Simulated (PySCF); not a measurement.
The numbers are results of PBE-D3(BJ)/def2-TZVP // B3LYP-D3(BJ)/def2-TZVP (PySCF 2.14.0), not measurements. All species are isolated molecules in the gas phase. Excitations are Tamm–Dancoff values on a coarser integration grid. The basis has no diffuse functions, so Rydberg states are missing or too high.

Reference species (SMILES): `[CH3][Ga]([Cl])[Cl]` (neutral, multiplicity 1).

```
Quantity                  Result
----------------------  --------
HOMO–LUMO gap            5.43 eV
HOMO                    -7.46 eV
S1–T1 gap (TDA)          0.19 eV
S1 oscillator strength     0.000
```

Changed species: `[Cl][Ga]([Cl])[Cl]` (0 of 3 Cl replaced by CH3; the reference has 1 of 3 Cl replaced by CH3).

What does the change do to the HOMO–LUMO gap, HOMO, S1–T1 gap (TDA) and S1 oscillator strength?

the HOMO–LUMO gap drops by 0.45 eV, to 4.98 eV; the HOMO decreases by 0.55 eV, to -8.01 eV; the S1–T1 gap (TDA) goes up by 0.13 eV, to 0.32 eV; the S1 oscillator strength is nearly the same.
